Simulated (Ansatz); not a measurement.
# Scan of the Se2–O3 bond length

BH3SeO (SMILES B[Se]O), closed shell, at its PBE0-D4/def2-TZVP minimum:

```
6
angstrom
B -0.9213 -0.0597 -0.6031
Se 0.4785 -1.0523 0.1533
O 1.2395 0.0973 1.3175
H -1.5837 -0.6698 -1.3866
H -1.1040 1.0774 -0.3061
H 1.8910 0.6070 0.8250
```

The bond length Se2–O3 (1.804 Å at the minimum) is set to the values below, the two halves moving rigidly along the bond. Each method's energies count from its own value at the PBE0-D4 minimum structure. Ansatz 0.2.0; basis: def2-TZVPP; cores frozen in the correlated methods. Filled d shells of the heavier atoms are correlated. The def2 sets are not built for correlating such inner shells, so the correlated values are less sure here. B3LYP uses VWN-RPA correlation.

CCSD(T) energies along the scan:
```tsv
bond length (Å)	CCSD(T) (kcal/mol)
1.552	29.31
1.605	16.69
1.683	5.55
1.774	0.39
1.874	0.90
1.983	5.74
2.098	13.27
2.219	22.10
2.346	31.12
```
They count from the CCSD(T) energy at the PBE0-D4 minimum.

Minimum and curvature along this coordinate at CCSD(T): A fifth-order fit through the nearest points gives 1.812 Å, with a curvature of about 23 eV/Å².

Treat the two halves as rigid bodies and work out the harmonic wavenumber of this stretch from that curvature (ν̃ = 521.5 √(k/μ) cm⁻¹ with k in eV/Å² and μ in u).

The halves weigh 91.79 and 17.01 u, so μ = 91.79 × 17.01/108.80 = 14.351 u and ν̃ = 521.5 √(23/14.351) ≈ 660 cm⁻¹. A true normal mode mixes in other motions, so this is a guide only.

Largest difference from the CCSD(T) curve over the scan: PBE-D4 4.22; r2SCAN-D4 0.88; B3LYP-D4 1.65 kcal/mol. Each curve counts from its own value at the minimum.

T1 diagnostic: at most 0.020. The restricted Hartree–Fock reference is unstable towards an unrestricted one here. A large double-excitation amplitude points to some diradical character; no triplet was computed.

For scale, one of the runs: CCSD(T)/def2-TZVPP, 152 basis functions (an equivalent command: `ansatz run in.yaml --threads 2`). Hardware: 2 CPU threads, shared host. Wall time 12 s; peak host memory 1.1 GiB.
